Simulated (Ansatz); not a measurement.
The cluster B3W3. The state is a doublet with charge 0. Geometry PBE-D4/def2-SVP; atoms count from 1.

Cartesian coordinates in Å:
```
W -1.3917 -0.2198 -0.3523
W 0.7718 -0.9552 -1.1433
W 1.0933 0.8552 0.4270
B -0.0959 1.1216 -1.2413
B -0.5942 0.2957 1.4866
B 0.2166 -1.0976 0.8232
```

In the def2 sets W takes a core potential; there is no spin–orbit coupling. The structure comes from a short search, and lower isomers may exist.

Problem. Estimate the Mulliken populations from the PBE0/def2-TZVP orbitals of Ansatz.

Solution. 
| atom | charge (e) | spin (α − β) | d electrons |
| --- | --- | --- | --- |
| W1 | 0.17 | 0.75 | 4.53 |
| W2 | 0.13 | -0.14 | 4.59 |
| W3 | 0.17 | 0.75 | 4.53 |
| B4 | -0.23 | -0.12 | – |
| B5 | -0.14 | -0.14 | – |
| B6 | -0.10 | -0.11 | – |
Mulliken values depend strongly on the basis.

Problem. Where does the spin sit?

Solution. Summed by element: W 1.36, B -0.36, of 1 unpaired in all. Largest on single atoms: W1 0.75, W3 0.75, W2 -0.14.

Problem. And the Mayer bond orders between heavy atoms (over 0.3)?

Solution. W1–W2 1.88 (2.42 Å); W1–W3 0.78 (2.82 Å); W1–B4 1.31 (2.07 Å); W1–B5 1.29 (2.07 Å); W1–B6 0.74 (2.18 Å); W2–W3 1.88 (2.42 Å); W2–B4 0.76 (2.25 Å); W2–B6 1.25 (2.05 Å); W3–B4 1.31 (2.07 Å); W3–B5 1.29 (2.07 Å); W3–B6 0.74 (2.18 Å); B5–B6 0.75 (1.74 Å).
